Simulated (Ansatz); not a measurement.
Two isomers of CH3F3SSi: A = `FC(F)(F)S[SiH3]`, B = `F[Si](F)(F)CS`.

Computed with Ansatz on PBE0-D4/def2-TZVP structures; ΔE is electronic, products minus reactants. CCSD(T)/CBS adds triple-zeta CCSD(T) − MP2 to the extrapolated MP2 energy (def2 sets, frozen cores). DFT in def2-TZVPP. Each species was taken in one conformer, which may not be the lowest.

(1) Which is lower in electronic energy at CCSD(T)/CBS, and by how much? (Best estimate.)

(2) Give E(B) − E(A) in kJ/mol with MP2/def2-TZVPP, r2SCAN-D4, CCSD/def2-TZVPP, PBE0-D4, HF/def2-TZVPP, ωB97M-V, PBE-D4. (Estimate.)

Largest T1 diagnostic: 0.012.

Results:

(1) The calculation gave: B, by 569.4 kJ/mol.

(2) The calculation gave: MP2/def2-TZVPP -579.5, r2SCAN-D4 -535.3, CCSD/def2-TZVPP -564.8, PBE0-D4 -524.5, HF/def2-TZVPP -564.2, ωB97M-V -541.9, PBE-D4 -505.1. None reverses the order clearly.

From PBE to PBE0 (25 % exact exchange), in def2-TZVPP and without D4, E(B) − E(A) moves by −19.5 kJ/mol.
